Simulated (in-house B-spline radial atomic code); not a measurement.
# RPA and G0W0 on PBE: the zirconium ion Zr¹²⁺

Configuration [Ar] 3d10, mean-field start PBE. Computed with an all-electron radial atomic-structure program (B-spline basis): all electrons, non-relativistic, point nucleus, each spin shell either full or empty, empty states to l = 9 with an (l + 1/2)⁻⁴ tail; G0W0 by contour deformation at full frequency.

Without relativity these are model numbers: it shifts the levels of so heavy an element strongly and can reorder them.

Command:
```bash
python run_gw.py task.json out
```
Settings (radii: box in bohr, nucleus in fm):
```
Z                        40
electrons                28
configuration            [Ar] 3d10
hamiltonian              nr
method                   pbe,pbe
lmax                     9
spin_polarised           False
box_radius               5.84
intervals                48
```

Cost of the run: 1.5 s on 1 thread of Arm Neoverse N1 (shared host).

Energies (hartree):

```json
{"term": "mean-field total", "value": "-3493.82692"}
{"term": "Hartree-Fock functional on these orbitals", "value": "-3492.94235"}
{"term": "direct second order", "value": "-2.326"}
{"term": "second-order exchange", "value": "0.67282"}
{"term": "SOSEX correction", "value": "0.63963"}
```

Problem. What is the RPA correlation energy, and what remains with SOSEX?

Solution. RPA gives -2.1252 hartree (-2.07 eV per electron); RPA + SOSEX gives -1.4855, and the second-order doubles -1.6531 hartree (no singles). SOSEX takes back 30 % of the RPA value.

Quasi-particle levels (eV):

```csv
level,occupied,mean field,Σx - vxc,Σc,QP weight,G0W0
3d,yes,-406.32,-26.82,?,?,?
3p,yes,-542.01,-39.28,7.10,0.949,-574.18
3s,yes,-616.53,-46.79,8.01,0.950,-655.31
2p,yes,-2415.77,-93.09,27.58,0.909,-2481.27
4s,no,-243.58,12.83,-1.52,0.996,-232.27
```

G0W0 = mean field + (Σx - vxc) + Σc, with Σc (partial-wave tail included) taken at the quasi-particle energy. Only the outer levels were computed.

Problem. Where does G0W0 put 3d?

Solution. At -430.75 eV, with Σc = 2.39 eV and a quasi-particle weight of 0.981. The tabulated removal energy is 426 ± 3 eV (NIST, tabulated theory); the calculation leaves out relativity, Breit and QED terms, and what these don't explain is the method's own error.
